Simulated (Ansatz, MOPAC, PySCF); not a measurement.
Torsion H3–O1–In2–H4 in H3InO (SMILES [OH][InH2]); at each angle all else is relaxed with GFN2-xTB, and the levels are single points there.
Geometry at 0° (charge 0, multiplicity 1):
```xyz
5

O      1.293    -0.408    -0.253
In    -0.604    -0.135    -0.077
H      1.956     0.082     0.232
H     -1.241     1.032     0.990
H     -1.497    -1.159    -1.072
```

On the grid 0° to 330°, 90° is the highest and 0° the lowest point at CCSD(T)/CBS(def2-TZVPP, def2-QZVPP).

Correlated levels freeze the cores. Filled d and f shells under p-block atoms count as core. CBS: X⁻³ extrapolation of the correlation energy, Hartree–Fock from the larger set. Rows in 3-21G, LANL2DZ, STO-3G carry no dispersion term and start afresh at each structure; the Pople sets are all-electron and without relativity. LANL2DZ brings its own core potentials from Na on. The state that AM1, PM3, PM6, PM7 reach isn't checked; PM7 holds dispersion and hydrogen-bond terms.

The values were computed with Ansatz (Gaussian basis) for Hartree–Fock, density functionals and correlated methods; MOPAC for AM1, PM3, PM6, PM7 (differences of heats of formation); PySCF for 3-21G rows, LANL2DZ rows, STO-3G rows, the dispersion terms. Each number belongs to the level named beside it. In def2 rows elements past Kr take small-core potentials, without spin–orbit coupling.

Other levels give for the energy at 90° less that at 0°: PBE/def2-TZVPP 18.5; B3LYP/def2-TZVPP 16.8; B3LYP-D3(BJ)/def2-TZVPP 16.9; wB97M-V/def2-TZVPP 16.7; CCSD(T)/CBS(def2-TZVPP, def2-QZVPP) 14.3 kJ/mol.

Question: What do these common cheap choices give for the same quantity: AM1, PM3, PM6, PM7, HF/STO-3G, HF/3-21G, B3LYP/3-21G, B3LYP/LANL2DZ?

Answer: AM1 24.9; PM3 27.7; PM6 4.0; PM7 3.6; HF/STO-3G 27.7; HF/3-21G 10.5; B3LYP/3-21G 19.0; B3LYP/LANL2DZ 16.2 kJ/mol. They span 3.6 to 27.7 kJ/mol.

Ansatz is an electronic-structure program.
